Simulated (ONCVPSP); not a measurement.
PBE ONCV dataset for Tm, fully relativistic all-electron reference.

```
Element                 : thulium
Generator               : ONCVPSP 4.0.1
Type                    : optimised norm-conserving Vanderbilt (ONCV)
Functional              : PBE
Relativity              : fully relativistic
Frozen core             : [Kr] 4d10
Valence charge          : 23
Reference configuration : 4f12 5s2 5p6 5d1 6s2
Partial waves           : 5s+6s: rc 2.25 bohr, ncon 4, nbas 8, qcut 5.6 1/bohr, 2 projectors; 5p: rc 1.95 bohr, ncon 3, nbas 7, qcut 6.4 1/bohr, 2 projectors, debl 3 Ha; 5d: rc 2.25 bohr, ncon 5, nbas 9, qcut 3.8 1/bohr, 2 projectors, debl 2.4 Ha; 4f: rc 1.05 bohr, ncon 4, nbas 9, qcut 17 1/bohr, 2 projectors, debl 1.7 Ha
Local potential         : polynomial inside 0.70 bohr (lpopt 5, dvloc0 0 Ha)
Core correction         : Teter function, fcfact 4.25, rcfact 1.55
```

Open shells are filled in proportion to 2j + 1.

**Question.** Estimate the cutoffs (Ha) at which the residual kinetic energy of the hardest occupied pseudo-wave falls to 1 and 0.1 mHa per electron.

**Answer.** 121 Ha and 132 Ha.

**Question.** What does a ghost test show?

**Answer.** Ghosts flagged at negative energy: s at -486.6 eV, p3/2 at -143.0 eV, p1/2 at -99.7 eV, d3/2 at -1161.4 eV; GHOST(+) flagged for d5/2 at 365.4 eV. A true bound ghost makes a file unfit for plane-wave use.

**Question.** Which valence shell sets the plane-wave cutoff?

**Answer.** 4f: 121 Ha for 1 mHa per electron, against 17 Ha for 5d.

Its largest configuration-test error is +61 meV (4f13 5s2 5p6 5d1 6s0). 2 of 4 tests not solved or not reliable.
